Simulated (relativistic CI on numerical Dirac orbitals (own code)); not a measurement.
**Slater and spin-orbit integrals, Er2+**

Computed by Dirac-Coulomb-Breit CI, orbitals from a KLI potential per configuration, QED by a radiative potential, valence Slater integrals scaled by 0.85, P86 correlation energy added to each configuration (own radial code, finite nucleus).

Slater integrals F^k, G^k are unscaled and averaged over j, outside the closed core [Kr] 4d10 5s2; ζ comes from projecting the Hamiltonian with its Breit term on Σ l·s of the shell.

- 4f12 5p6: F^2(4f,4f) = 118240, F^4(4f,4f) = 73601, F^6(4f,4f) = 52793, ζ(4f) = 2258.9 cm⁻¹; <r>(4f) = 0.8115, <r^2>(4f) = 0.8874 (bohr units).
- 4f11 5p6 5d: F^2(4f,4f) = 125420, F^4(4f,4f) = 78419, F^6(4f,4f) = 56344, ζ(4f) = 2386, F^2(4f,5d) = 25836, F^4(4f,5d) = 12287, G^1(4f,5d) = 12302, G^3(4f,5d) = 9636.2, G^5(4f,5d) = 7253.2, ζ(5d) = 800.51 cm⁻¹; <r>(4f) = 0.7692, <r^2>(4f) = 0.7752, <r>(5d) = 2.284, <r^2>(5d) = 6.114 (bohr units).
- 4f11 5p6 6s: F^2(4f,4f) = 125960, F^4(4f,4f) = 78782, F^6(4f,4f) = 56611, ζ(4f) = 2378.6, G^3(4f,6s) = 2920.1 cm⁻¹; <r>(4f) = 0.7657, <r^2>(4f) = 0.7651, <r>(6s) = 3.257, <r^2>(6s) = 11.86 (bohr units).

In this model ζ of a weakly bound d, f or g electron outside closed shells comes out too small, for d by up to a factor of two or three and at times with the wrong sign; that of an outer p electron is too small as well.

For a near-neutral ion this model can misplace configurations by up to about 10,000 cm⁻¹ (more where the count of f electrons changes) and terms by 10 to 25 % of their spread. Rates follow the energies as ν³ (E1, M1) or ν⁵ (E2), so they and the lifetimes can be off by large factors. The fine structure of a lone outer electron comes out too small, for d and f at times inverted, and misplaced configurations move strength between like terms. 5 of the 22 excited levels that our extract of the measured tables holds in this range could be paired (the sources list more); they are missed by 514 cm⁻¹ on average and 996 at most, and levels without a partner can miss by more. Some levels of the ground configuration have no partner and can miss by 10 % or more. The computed lowest level isn't the tabulated ground level, which NIST ASD gives as 4f12 3H6.

Averages of the first 10 configurations, taken without configuration mixing, which lowers the lowest level and can move excited configurations by several eV; other configurations of the list can lie among them:

| Configuration | Parity | States | Average energy above the lowest level (eV) |
| --- | --- | --- | --- |
| 4f12 5p6 | even | 91 | 2.8 |
| 4f11 5p6 5d | odd | 3640 | 5.2 |
| 4f11 5p6 6s | odd | 728 | 5.3 |
| 4f11 5p6 6p | even | 2184 | 10.0 |
| 4f10 5p6 6s2 | even | 1001 | 17.0 |
| 4f11 5p6 5f | even | 5096 | 17.1 |
| 4f11 5p6 7s | odd | 728 | 15.1 |
| 4f12 5p5 5d | odd | 5460 | 30.5 |
| 4f11 5p6 7p | even | 2184 | 16.9 |
| 4f14 5p4 | even | 15 | 61.6 |
